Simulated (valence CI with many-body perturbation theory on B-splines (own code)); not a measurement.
# Energy levels of Nb36+

Level of theory: valence CI with perturbative core correlation (CI+MBPT): three valence electrons over a frozen Dirac-Fock core [He], radial functions for each j: 11 s, 11 p, 9 d, 7 f, 5 g, 2 h, 1 i, with the one-electron correlation potential Σ1 (screened to all orders), the two-electron term Σ2, the three-electron term Σ3, Breit, model QED; selected single and double excitations, second order for the rest (own B-spline code, finite nucleus).

No measured spectrum was set against this ion. As an estimate, large intervals hold to a few tenths of a per cent, small ones and those within an open d or f shell to about a per cent.

Levels 91 to 97 of 97, with energies above the lowest level, (2s^2 2p1/2) J=1/2. "Leading %" is the weight of the configuration and term that name the level; weights of strongly mixed levels are sums over their largest components and can fall short. In the jj column 3d3/2^4 stands for four electrons in 3d with j = 3/2. Lifetimes count E1, E2, E3, M1 and M2 decay at the calculated energies, and are blank where another channel may lead or the interval is too uncertain; long ones can be off by a factor of two.

```json
{"No.": "91", "Configuration": "2p2 3p", "Term": "2P°", "J": "1/2", "E (eV)": "3216.8", "Leading %": "83", "Second component": "8 % 2p2 3p 2S°", "Lifetime": "26.5 fs", "Leading jj": "2p1/2 2p3/2 3p3/2 (96 %)"}
{"No.": "92", "Configuration": "2p2 3d", "Term": "4F", "J": "7/2", "E (eV)": "3217.8", "Leading %": "67", "Second component": "22 % 2p2 3d 4D", "Lifetime": "238 fs", "Leading jj": "2p1/2 2p3/2 3d5/2 (80 %)"}
{"No.": "93", "Configuration": "2p2 3d", "Term": "2F", "J": "7/2", "E (eV)": "3221.7", "Leading %": "43", "Second component": "29 % 2p2 3d 4D", "Lifetime": "2.86 ps", "Leading jj": "2p1/2 2p3/2 3d3/2 (70 %)"}
{"No.": "94", "Configuration": "2p2 3d", "Term": "4P", "J": "5/2", "E (eV)": "3225.2", "Leading %": "43", "Second component": "34 % 2p2 3d 2F", "Lifetime": "8.24 fs", "Leading jj": "2p1/2 2p3/2 3d5/2 (66 %)"}
{"No.": "95", "Configuration": "2p2 3d", "Term": "4D", "J": "3/2", "E (eV)": "3226.8", "Leading %": "41", "Second component": "26 % 2p2 3d 2P", "Lifetime": "13.9 fs", "Leading jj": "2p1/2 2p3/2 3d5/2 (80 %)"}
{"No.": "96", "Configuration": "2p2 3d", "Term": "2G", "J": "9/2", "E (eV)": "3230.1", "Leading %": "54", "Second component": "46 % 2p2 3d 4F", "Lifetime": "3.96 ps", "Leading jj": "2p1/2 2p3/2 3d5/2 (98 %)"}
{"No.": "97", "Configuration": "2p2 3s", "Term": "4P", "J": "5/2", "E (eV)": "3232.7", "Leading %": "28", "Second component": "23 % 2p2 3d 2D", "Lifetime": "13.8 fs", "Leading jj": "2p3/2^2 3s (49 %)"}
```
